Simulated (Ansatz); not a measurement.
Consider the ligand exchange at a Ga–F bond: `[F][GaH2]` + CH₃SH → `C[S][GaH2]` + H–F.

Program: Ansatz. Geometries: PBE0-D4/def2-TZVP. ΔE: electronic, gas phase. CCSD(T)/CBS adds triple-zeta CCSD(T) − MP2 to the extrapolated MP2 energy (def2 sets, frozen cores). This one scheme is used for every species. Functionals use def2-TZVPP. For Ga outer-core shells are correlated without core-valence functions, which leaves a few kJ/mol of doubt a bond. Scalar relativity is left out up to krypton.

```
             level  ΔE (kcal/mol)  difference from CCSD(T)/CBS
         revPBE-D4           -1.3                          0.5
        r2SCAN0-D4           -0.4                          1.4
      CAM-B3LYP-D4            2.7                          4.5
               PBE            0.1                          1.9
            r2SCAN            0.7                          2.5
              PBE0           -0.4                          1.4
    MP2/def2-TZVPP           -0.8                          1.0
CCSD(T)/def2-QZVPP            0.0                          1.8
     MP2/CBS(def2)           -2.7                         -0.9
    CCSD/CBS(def2)           -0.9                          0.9
       CCSD(T)/CBS           -1.8                            0
```

Largest T1 diagnostic among the species: 0.014.

The D4 term adds −2.1 kcal/mol with B3LYP and −1.1 kcal/mol with PBE0; it sums over pairs of atoms, weighted by their polarisabilities, and B3LYP, whose exchange is more repulsive, gets the larger term. At CCSD(T), def2-SVP lies +5.4 kcal/mol from the extrapolated value and def2-TZVPP +1.8 kcal/mol. Leaving LDA and LC-ωPBE aside and taking each functional with its dispersion term where it has one, the values, not all of them listed here, spread over 4.4 kcal/mol, from HSE06-D4 to CAM-B3LYP-D4. LDA lies −2.5 kcal/mol from PBE without D4.

B3LYP here is the variant with VWN-RPA as its local correlation; programs differ in this.
